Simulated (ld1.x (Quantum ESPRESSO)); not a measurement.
**An all-electron radial function and its pseudo partner (Ni)**

Columns: radius, all-electron u(r) and pseudo u(r) of the 3p shell (level -71.39 eV) of nickel in the configuration [Ne] 3s2 3p6 3d8 4s2 4p0; PBE, scalar-relativistic, PAW scheme, ld1.x (Quantum ESPRESSO) 7.5.

```tsv
r (bohr)	all-electron	pseudo
0.070	0.4539	-0.0248
0.140	0.6362	-0.0967
0.210	0.3793	-0.2085
0.280	-0.0554	-0.3490
0.350	-0.4828	-0.5046
0.420	-0.8204	-0.6606
0.490	-1.0481	-0.8030
0.560	-1.1748	-0.9199
0.630	-1.2208	-1.0027
0.700	-1.2087	-1.0474
0.770	-1.1573	-1.0534
0.840	-1.0822	-1.0250
0.910	-0.9945	-0.9689
0.980	-0.9018	-0.8936
1.050	-0.8095	-0.8084
1.120	-0.7209	-0.7212
1.190	-0.6379	-0.6380
1.260	-0.5616	-0.5616
1.330	-0.4923	-0.4923
1.400	-0.4301	-0.4301
1.470	-0.3747	-0.3747
1.540	-0.3256	-0.3256
1.610	-0.2824	-0.2824
1.680	-0.2445	-0.2445
1.750	-0.2114	-0.2114
1.820	-0.1826	-0.1826
```

Problem. How many radial nodes do the two functions have?

Solution. The all-electron 3p function has n − l − 1 = 1; the pseudo-wave has 0, since the states of the same l below it are removed with the core.

Problem. At about which radius was the pseudo-wave matched?

Solution. 1.25 bohr. The columns agree to 0.0005 from 1.12 bohr on; several derivatives are matched, so the curves merge somewhat inside the radius.

Problem. Is the pseudo-wave norm-conserving?

Solution. No, it belongs to a PAW set: the norm inside the radius is not constrained, and the difference is carried by the augmentation charge.
